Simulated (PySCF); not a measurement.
These compounds are isomers of formula C₂H₈N₂Si₂.

A. `[SiH2](N(C)[SiH3])C#N`
B. SMILES N#C[C@H]([SiH3])[SiH2]N
C. SMILES C#C[Si@H](N)N[SiH3]

Spectrum 1. ¹H NMR (300 MHz, computed): δ 4.96 (d, 1H), 4.81 (s, 3H), 1.91 (d, 1H), 0.53 (br s, 2H), -0.25 (br s, 1H). ¹³C{¹H} NMR (computed): δ 99.5 (CH), 92.6 (C).

Spectrum 2. ¹H NMR (300 MHz, computed): δ 4.98 (s, 2H), 4.68 (s, 3H), 3.00 (s, 3H). ¹³C{¹H} NMR (computed): δ 124.1 (C), 36.1 (CH3).

Spectrum 3. ¹H NMR (300 MHz, computed): δ 5.32 (m, 1H), 4.73 (m, 1H), 4.27 (d, 3H), 1.03 (m, 1H), 0.53 (br s, 2H). ¹³C{¹H} NMR (computed): δ 124.3 (C), -7.1 (CH).

[PySCF: shieldings: GIAO PBE0/pcSseg-1; structure optimised with GFN2-xTB; relativity neglected; gas phase; one computed conformer; rapidly exchanging positions averaged]

Referencing at the same level of theory: TMS for ¹H (31.72 ppm) and ¹³C (186.93 ppm). Where no couplings were computed, multiplicities follow the n + 1 count of equivalent neighbours, and m marks all less simple cases (inequivalent or close neighbours, rings, F or P nearby). Shifts are as computed. Against solution values, carbons near 30 ppm lie about +3 ppm off and those near 130 ppm about +5 ppm. Of 1309 compounds with measured shifts, 239 miss one by over three times the rms of a fit or turn the order of signals round; such compounds aren't used in these exercises. OH and NH positions are gas-phase values without hydrogen bonding to other molecules.

Question: Match each spectrum to its structure.

Answer: 1–C, 2–A, 3–B.

- Spectrum 1 (C): 2 ¹³C signals; δC 99.5 is a terminal alkyne carbon; δC 92.6 is an alkyne carbon.
- Spectrum 2 (A): 2 ¹³C signals; δC 124.1 is a nitrile carbon; δC 36.1 is a methyl carbon bonded to N.
- Spectrum 3 (B): 2 ¹³C signals; δC 124.3 is a nitrile carbon; δC -7.1 is an sp3 CH bonded to 2 Si, α to a nitrile.
